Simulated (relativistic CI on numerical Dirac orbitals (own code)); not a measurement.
**From line strength to rate: Cl I 1363.45 Å (vacuum)**

Problem. For 3s²3p⁵ ²P°1/2 – 3s²3p⁴4s ²P3/2 of Cl I a semi-empirical relativistic CI calculation gives the line strength S = 0.5229 e²a₀² in the length gauge. The measured levels are 882.35 and 74225.85 cm⁻¹ (NIST Handbook). Find gf, f, A and the partial lifetime.

Working.
1. σ = 74225.85 − 882.35 = 73343.50 cm⁻¹, so the vacuum wavelength is 10⁸/σ = 1363.45 Å.
2. gf = 303.756 S/λ(Å) = 0.1165, log gf = -0.934; with g = 2 for the lower level, f = 0.0582.
3. A = 2.02613 × 10¹⁸ S/(g_u λ³) with g_u = 4: A = 1.05 × 10^8 s⁻¹.
4. The partial lifetime for this S is 1/A = 9.57 ns; in the calculation this line carries 15 % of the decay of the upper level.

Check. The Handbook lists A = 9.90 × 10^7 s⁻¹, a tabulated value with its own uncertainty (a few per cent for the best lines, 25 % or more for others); ours lies 6 % above it. The velocity form of the same calculation gives S = 0.41, and the gap between the two forms is a rough gauge of the error in S. With the computed energy (73591 cm⁻¹) in place of the measured one the rate would change by the factor (σ_calc/σ)³ = 1.01.
